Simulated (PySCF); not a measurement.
H3O3Ru, neutral, multiplicity 4. Atoms are numbered in the order given.

```xyz
7

Ru    -0.0417    -0.1650     0.0000
O      0.1084    -0.5476    -1.8388
H     -0.0457     0.0922    -2.5429
O      0.1084    -0.5476     1.8388
H     -0.0457     0.0922     2.5429
O     -0.0761     1.7151     0.0000
H      0.8031     2.1165     0.0000
```
Charge 0, spin multiplicity 4.

Coordinates come from a PBE0-D3(BJ)/def2-SVP optimisation. The spin state was assumed, not searched. The def2 effective core potentials stand for the cores of Ru; spin–orbit coupling is left out. One conformer was computed; it need not be the lowest.

These are PBE0-D3(BJ)/def2-SVP in PySCF values and carry that method's errors.

Frequencies are harmonic and unscaled.

Computed normal modes with their intensities:
```tsv
mode	ν (cm⁻¹)	IR (km/mol)	moving atoms (share of kinetic energy)
1	58	15.3	H 87 %, O 13 %
2	123	4.2	O 70 %, H 23 %
3	143	0.7	O 66 %, Ru 22 %, H 12 %
4	170	1.7	O 56 %, Ru 23 %, H 21 %
5	313	231.2	H 83 %, O 16 %
6	368	103.1	H 87 %, O 13 %
7	625	316.5	H 61 %, O 37 %
8	629	54.1	O 61 %, H 38 %
9	648	95.0	O 84 %, Ru 14 %
10	696	49.2	H 51 %, O 48 %
11	703	110.5	O 52 %, H 25 %, Ru 24 %
12	873	64.3	H 93 %
13	3843	83.1	H 94 %
14	3888	240.6	H 94 %
15	3892	28.5	H 94 %
```
